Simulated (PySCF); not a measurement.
C₃H₂N₃, SMILES n1[c]ncnc1, multiplicity 2. Atoms are numbered in the order given.

```xyz
8

C      0.0000     0.0000    -1.3181
N      0.0000    -1.1781    -0.7523
C      0.0000    -1.1287     0.5905
N      0.0000     0.0000     1.2975
C      0.0000     1.1287     0.5905
N      0.0000     1.1781    -0.7523
H      0.0000    -2.0796     1.1363
H      0.0000     2.0796     1.1363
```
Charge 0, spin multiplicity 2.

Geometry: B3LYP-D3(BJ)/def2-SVP. The isomer is the one that the SMILES or the coordinates give; other isomers of the formula were not compared.

Two levels are set side by side: PBE/pcH-1 (PySCF) and B3LYP/pcH-1 (PySCF). Contact hyperfine couplings, same geometry. Differences are taken from unrounded values.

```tsv
quantity	B3LYP	PBE	PBE minus B3LYP
A(iso) of 13C, atom C1 (MHz)	693.9	662.0	-31.9
A(iso) of 14N, atom N2 (MHz)	91.0	90.5	-0.5
A(iso) of 13C, atom C3 (MHz)	39.7	34.1	-5.5
A(iso) of 14N, atom N4 (MHz)	-0.2	1.7	1.9
A(iso) of 13C, atom C5 (MHz)	39.7	34.1	-5.5
A(iso) of 14N, atom N6 (MHz)	91.0	90.5	-0.5
A(iso) of 1H, atom H7 (MHz)	10.9	13.0	2.2
A(iso) of 1H, atom H8 (MHz)	10.9	13.0	2.2
```

Rough cost on one machine, each run with all the roots and properties that it gave: B3LYP against PBE within a factor of 2.
